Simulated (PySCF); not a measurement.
PySCF job for In(Br)(NH2)2 (BrH₄InN₂), SMILES [NH2][In]([NH2])[Br], B3LYP-D3(BJ)/def2-SVP. Geometry optimised at B3LYP-D3(BJ)/def2-SVP. The def2 effective core potentials stand for the cores of In; spin–orbit coupling is left out. One conformer was computed; it need not be the lowest.

```python
import numpy as np
from pyscf import gto, scf, dft, df
from pyscf.hessian import thermo

mol = gto.M(
    atom='''
    In   -0.70185868   -0.03584778   -0.00000000
    Br    1.81365154    0.01046451    0.00000000
    N    -1.57875797    0.16041338   -1.83243856
    H    -0.99202477   -0.16257912   -2.60124560
    H    -2.50003363   -0.26517284   -1.93073709
    N    -1.57875797    0.16041338    1.83243857
    H    -2.50003363   -0.26517284    1.93073710
    H    -0.99202477   -0.16257912    2.60124560
    ''',
    basis='def2-SVP',
    ecp={'In': 'def2-svp'},
    charge=0,
    spin=0,
    max_memory=1600,
    verbose=3,
)
mf = dft.RKS(mol, xc='b3lyp').density_fit(auxbasis='def2-universal-jkfit')
mf.disp = 'd3bj'
mf.grids.level = 3
mf.conv_tol = 1e-11
mf.max_cycle = 100
mf.kernel()

# [left out here: the lines that compute and print the analytic Hessian (its translational invariance restored by hand, since the grid's response is missing), thermochemistry and intensities]
```

Output:

```
converged SCF energy = -2875.96394315588

WARN: DFTD3 does not support analytical Hessian, using finite difference


WARN: Mole.unit (angstrom) is changed to Bohr

Mode                                 0                   1                   2
Irrep
Freq [cm^-1]                       90.4473            111.4532            122.8725
Reduced mass [au]                   5.7142              3.6586              5.7713
Force const [Dyne/A]                0.0275              0.0268              0.0513
Char temp [K]                     130.1335            160.3564            176.7861
Normal mode                   x     y     z       x     y     z       x     y     z
       0  In                 0.00 -0.00  0.04    0.03  0.00 -0.00   -0.00 -0.05 -0.00
       1  Br                 0.00  0.00 -0.05    0.02 -0.00  0.00   -0.00  0.02  0.00
       2   N                 0.13  0.00 -0.02   -0.14  0.00  0.07    0.01  0.13  0.01
       3   H                 0.19 -0.00  0.03   -0.24  0.01 -0.01   -0.01  0.15 -0.02
       4   H                 0.13  0.04 -0.11   -0.15  0.02  0.18   -0.02  0.20 -0.03
       5   N                -0.13 -0.00 -0.02   -0.14  0.00 -0.07    0.01  0.13 -0.01
       6   H                -0.13 -0.04 -0.11   -0.15  0.02 -0.18   -0.02  0.20  0.03
       7   H                -0.19  0.00  0.03   -0.24  0.01  0.01   -0.01  0.15  0.02
Mode                                 3                   4                   5
Irrep
Freq [cm^-1]                      175.4192            233.8605            254.0315
Reduced mass [au]                   1.0370              3.3201              1.5246
Force const [Dyne/A]                0.0188              0.1070              0.0580
Char temp [K]                     252.3891            336.4732            365.4948
Normal mode                   x     y     z       x     y     z       x     y     z
       0  In                -0.00 -0.00 -0.00   -0.05 -0.00 -0.00   -0.03 -0.00  0.00
       1  Br                -0.00  0.00  0.00    0.07 -0.00  0.00    0.05  0.01 -0.00
       2   N                 0.03  0.00 -0.00   -0.04  0.01 -0.01    0.02 -0.01 -0.03
       3   H                -0.18 -0.39  0.01    0.09  0.24 -0.01   -0.13 -0.39  0.02
       4   H                -0.20  0.49  0.11    0.09 -0.25 -0.09   -0.16  0.35  0.09
       5   N                -0.03 -0.00 -0.00   -0.04  0.01  0.01    0.02 -0.01  0.03
       6   H                 0.20 -0.49  0.11    0.09 -0.25  0.09   -0.16  0.35 -0.09
       7   H                 0.18  0.39  0.01    0.09  0.24  0.01   -0.13 -0.39 -0.02
Mode                                 6                   7                   8
Irrep
Freq [cm^-1]                      435.3694            457.2689            596.9825
Reduced mass [au]                   1.4918              1.9047              2.1023
Force const [Dyne/A]                0.1666              0.2346              0.4414
Char temp [K]                     626.3996            657.9082            858.9249
Normal mode                   x     y     z       x     y     z       x     y     z
       0  In                 0.00 -0.00 -0.01    0.01 -0.01  0.00   -0.02 -0.00 -0.00
       1  Br                -0.00  0.00  0.00   -0.00  0.00 -0.00   -0.00  0.00  0.00
       2   N                 0.03 -0.07  0.07   -0.05  0.07 -0.10    0.05  0.03  0.12
       3   H                -0.04  0.41 -0.17    0.01 -0.34  0.10    0.08 -0.19  0.23
       4   H                -0.10  0.30 -0.15    0.09 -0.32  0.11    0.14 -0.19  0.26
       5   N                -0.03  0.07  0.07   -0.05  0.07  0.10    0.05  0.03 -0.12
       6   H                 0.10 -0.30 -0.15    0.09 -0.32 -0.11    0.14 -0.19 -0.26
       7   H                 0.04 -0.41 -0.17    0.01 -0.34 -0.10    0.08 -0.19 -0.23
Mode                                 9                  10                  11
Irrep
Freq [cm^-1]                      621.2072            768.1729            821.0546
Reduced mass [au]                   3.1543              1.0998              1.1227
Force const [Dyne/A]                0.7172              0.3824              0.4459
Char temp [K]                     893.7788           1105.2297           1181.3147
Normal mode                   x     y     z       x     y     z       x     y     z
       0  In                 0.00  0.00 -0.04   -0.00 -0.00  0.01   -0.01 -0.00 -0.00
       1  Br                 0.00 -0.00 -0.00    0.00 -0.00 -0.00   -0.00 -0.00  0.00
       2   N                 0.06  0.01  0.13    0.05  0.00 -0.02    0.05 -0.00 -0.03
       3   H                 0.09 -0.12  0.20   -0.31  0.13 -0.35   -0.30  0.15 -0.36
       4   H                 0.11 -0.12  0.22    0.06 -0.13  0.45    0.06 -0.12  0.43
       5   N                -0.06 -0.01  0.13   -0.05 -0.00 -0.02    0.05 -0.00  0.03
       6   H                -0.11  0.12  0.22   -0.06  0.13  0.45    0.06 -0.12 -0.43
       7   H                -0.09  0.12  0.20    0.31 -0.13 -0.35   -0.30  0.15  0.36
Mode                                12                  13                  14
Irrep
Freq [cm^-1]                     1516.8709           1529.9467           3511.7240
Reduced mass [au]                   1.0998              1.0911              1.0493
Force const [Dyne/A]                1.4909              1.5048              7.6239
Char temp [K]                    2182.4394           2201.2527           5052.5889
Normal mode                   x     y     z       x     y     z       x     y     z
       0  In                -0.00  0.00 -0.00   -0.00  0.00 -0.00   -0.00  0.00  0.00
       1  Br                 0.00  0.00 -0.00    0.00 -0.00  0.00   -0.00 -0.00 -0.00
       2   N                 0.02  0.02  0.05    0.02  0.02  0.05   -0.01 -0.02 -0.03
       3   H                -0.39 -0.20 -0.20   -0.39 -0.20 -0.20   -0.29  0.13  0.36
       4   H                 0.13 -0.16 -0.42    0.13 -0.16 -0.43    0.45  0.19  0.03
       5   N                -0.02 -0.02  0.05    0.02  0.02 -0.05    0.01  0.02 -0.03
       6   H                -0.13  0.16 -0.42    0.13 -0.16  0.43   -0.46 -0.19  0.03
       7   H                 0.39  0.20 -0.20   -0.39 -0.20  0.20    0.29 -0.13  0.36
Mode                                15                  16                  17
Irrep
Freq [cm^-1]                     3513.1982           3612.9157           3612.9952
Reduced mass [au]                   1.0494              1.0948              1.0951
Force const [Dyne/A]                7.6313              8.4196              8.4223
Char temp [K]                    5054.7100           5198.1813           5198.2957
Normal mode                   x     y     z       x     y     z       x     y     z
       0  In                -0.00  0.00 -0.00    0.00  0.00 -0.00   -0.00 -0.00 -0.00
       1  Br                -0.00 -0.00 -0.00   -0.00  0.00 -0.00    0.00 -0.00 -0.00
       2   N                 0.01  0.02  0.03    0.05  0.00 -0.02   -0.05 -0.00  0.02
       3   H                 0.29 -0.13 -0.36   -0.29  0.16  0.38    0.27 -0.15 -0.35
       4   H                -0.46 -0.19 -0.03   -0.44 -0.20 -0.05    0.41  0.19  0.05
       5   N                 0.01  0.02 -0.03   -0.05 -0.00 -0.02   -0.05 -0.00 -0.02
       6   H                -0.45 -0.19  0.03    0.41  0.19 -0.05    0.44  0.20 -0.05
       7   H                 0.29 -0.13  0.36    0.27 -0.15  0.36    0.28 -0.16  0.38
temperature 298.1500 [K]
pressure 101325.00 [Pa]
Rotational constants [GHz] 4.34579 1.25057 0.97512
Symmetry number 1
Zero-point energy (ZPE) 0.05009 [Eh]   131504.229 [J/mol]
                           tot       elec      trans        rot        vib
Entropy [J/mol/K]       374.316      0.000    176.391    119.230     78.695
Cv [J/mol/K]             98.023      0.000     12.472     12.472     73.079
Cp [J/mol/K]            106.337      0.000     20.786     12.472     73.079
Internal energy [J/mol]                      3718.434   3718.434 144008.092
Internal energy [Eh]   -2875.90626  -2875.96394
Enthalpy [J/mol]                             6197.391   3718.434 144008.092
Enthalpy [Eh]          -2875.90532
Gibbs free energy [J/mol]                  -46393.694 -31829.844 120545.279
Gibbs free energy [Eh] -2875.94782
mode   freq/cm-1   IR/(km/mol)
   1       90.45         2.611
   2      111.45         6.244
   3      122.87         4.193
   4      175.42         1.393
   5      233.86         0.371
   6      254.03        67.411
   7      435.37       100.323
   8      457.27       173.255
   9      596.98        55.395
  10      621.21        20.325
  11      768.17         7.368
  12      821.05        78.553
  13     1516.87         6.251
  14     1529.95        14.965
  15     3511.72        23.689
  16     3513.20         3.666
  17     3612.92         7.288
  18     3613.00        21.079
max |gradient| / (hartree/bohr): 5.946383905350571e-05
APT charges: [ 1.3773 -0.5449 -0.6848  0.1395  0.1291 -0.6848  0.1291  0.1395]
```

Self-consistency was reached.

Cost: about 3 core-minutes (a rough figure).
